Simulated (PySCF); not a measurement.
Results of a calculation; reference values are marked as such.
AlH3S3(+)

The system: AlH3S3(+), a small molecule; charge +1, doublet. The structure, one conformer, was relaxed in the gas phase by PBE0-D3(BJ)/def2-SVP. No frequency run checks that it is a minimum.

SMILES: [SH][Al]([SH])[SH] (charge +1)

```csv
atom,x (Å),y (Å),z (Å)
Al1,-0.260,-0.174,-0.252
S2,0.649,1.236,1.237
S3,1.702,-1.266,-0.159
S4,-2.075,-0.455,-1.319
H5,0.363,0.435,2.297
H6,2.304,-0.450,-1.063
H7,-2.651,0.641,-0.764
```

EPR values by unrestricted B3LYP, IGLO-III on Al S, pcH-1 on H.

Task: Predict g and the largest hyperfine couplings. Where does the spin sit?

Result: g = 2.0041, 2.0086, 2.0140. The spin sits on S3 (55 %, bonded to 1 Al + 1 H), S2 (53 %, bonded to 1 Al + 1 H) by Mulliken populations.
| atom | isotope | isotropic (MHz) | dipolar, principal values (MHz) |
| --- | --- | --- | --- |
| S3 | 33S | 25.3 | -55.0, -53.4, 108.5 |
| S2 | 33S | 24.7 | -53.3, -51.8, 105.1 |
| H6 | 1H | -23.0 | -13.3, 0.2, 13.1 |
| H5 | 1H | -21.9 | -12.9, 0.2, 12.7 |
| Al1 | 27Al | -34.2 | -0.5, -0.4, 0.9 |
| H7 | 1H | 0.5 | -0.9, -0.6, 1.5 |

Task: How do the isotropic couplings move with BHandHLYP?

Result: S3 25.3 to 37.2 MHz, S2 24.7 to 35.9 MHz, H6 -23.0 to -26.3 MHz, H5 -21.9 to -24.6 MHz.
